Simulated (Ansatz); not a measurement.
Total energies of C4H10Br2F2In2 (`C[CH2][In@-]1([F])[Br+][In@@-]([F])([CH2]C)[Br+]1`).

```xyz
20

C     2.892   -1.262   -1.482
C     2.026   -2.490   -1.260
In   -0.046   -2.015   -1.001
F    -1.706   -2.878   -1.535
Br   -0.628   -1.406    1.563
In   -0.132    1.126    0.871
F     1.821    1.041    0.873
C    -1.577    2.499    1.644
C    -2.999    2.049    1.354
Br   -0.554    0.539   -1.703
H     3.941   -1.558   -1.586
H     2.613   -0.727   -2.393
H     2.825   -0.555   -0.654
H     2.307   -3.027   -0.351
H     2.079   -3.195   -2.092
H    -1.383    2.582    2.716
H    -1.353    3.468    1.193
H    -3.718    2.768    1.757
H    -3.219    1.078    1.804
H    -3.189    1.962    0.282
```

Charge 0, multiplicity 1. Correlated methods include outer-core shells of Br, In, which these sets cover unevenly. Scalar relativity is left out up to krypton. In takes the def2 core potential. The geometry is a stationary point of PBE0-D4/def2-TZVP. It is one conformer, not always the lowest. Basis def2-TZVPP, Ansatz.

RPA on PBE orbitals: Hartree–Fock energy of these orbitals -5879.63641 Eh, correlation -3.55694 Eh (frozen core).

| functional | kind | energy without D4 (Eh) | D4 term (kJ/mol) |
| --- | --- | --- | --- |
| LDA (SPW92) | LDA | -5876.56603 | – |
| PBE | GGA | -5885.89708 | -63.1 |
| revPBE | GGA | -5886.61148 | -146.3 |
| BLYP | GGA | -5886.92608 | -128.1 |
| r2SCAN | meta-GGA | -5887.02612 | -16.7 |
| B97M-V | meta-GGA with VV10 | -5886.10264 | – |
| PBE0 | global hybrid, 25 % exact exchange | -5886.10151 | -55.7 |
| B3LYP | global hybrid, 20 % | -5887.27842 | -101.5 |
| r2SCANh | meta-GGA hybrid, 10 % | -5886.97931 | -18.4 |
| r2SCAN0 | meta-GGA hybrid, 25 % | -5886.91284 | -20.5 |
| HSE06 (plane-wave form) | screened hybrid | -5886.08976 | -53.4 |
| BHLYP | global hybrid, 50 % | -5886.72808 | -94.7 |
| CAM-B3LYP | range-separated hybrid | -5887.15115 | -59.0 |
| LC-ωPBE | long-range corrected hybrid | -5886.23184 | – |
| ωB97X-V | range-separated hybrid GGA with VV10 | -5886.46928 | – |
| ωB97M-V | range-separated hybrid meta-GGA with VV10 | -5886.55943 | – |
| B2PLYP | double hybrid | -5885.63564 | – |
| PBE-QIDH | double hybrid | -5885.04146 | – |

B3LYP takes the VWN-RPA correlation (the form of Gaussian; ORCA's B3LYP/G). HSE06 is the plane-wave form, built on full-range PBE exchange. The double hybrids freeze the cores in their second-order part.

LC-ωPBE has ω = 0.4 bohr⁻¹.
